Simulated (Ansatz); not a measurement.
A run of Ansatz (development build ahead of 0.2.0) on singlet Al₂Cl₂ at this shape:

```yaml
atoms:
  - { symbol: Cl, position_ang: [0.0000, 0.0000, 1.9706] }
  - { symbol: Cl, position_ang: [0.0000, 0.0000, -1.9706] }
  - { symbol: Al, position_ang: [0.0000, 0.0000, 6.2790] }
  - { symbol: Al, position_ang: [0.0000, 0.0000, -6.2790] }
```

Its results:

```json
{"Converged": "yes", "Total energy": "-1405.09915 hartree", "Spin squared of the determinant": "0.410", "Stability test": "minimum"}
```

Which input gives this output? Name the method, the orbitals and the basis set, and write the input.

ωB97X (unrestricted) in pcseg-2.

```yaml
crystal:
  periodic: [false, false, false]
  atoms:
    - { symbol: Cl, position_ang: [0.0, 0.0, 1.9706] }
    - { symbol: Cl, position_ang: [0.0, 0.0, -1.9706] }
    - { symbol: Al, position_ang: [0.0, 0.0, 6.279] }
    - { symbol: Al, position_ang: [0.0, 0.0, -6.279] }
basis:
  gaussian: { orbitals: pcseg-2 }
magnetization:
  spin_polarized: true
hamiltonian:
  xc: { name: wB97X }
```

Caution: charge can spread falsely over distant fragments; the unrestricted determinant is spin contaminated.
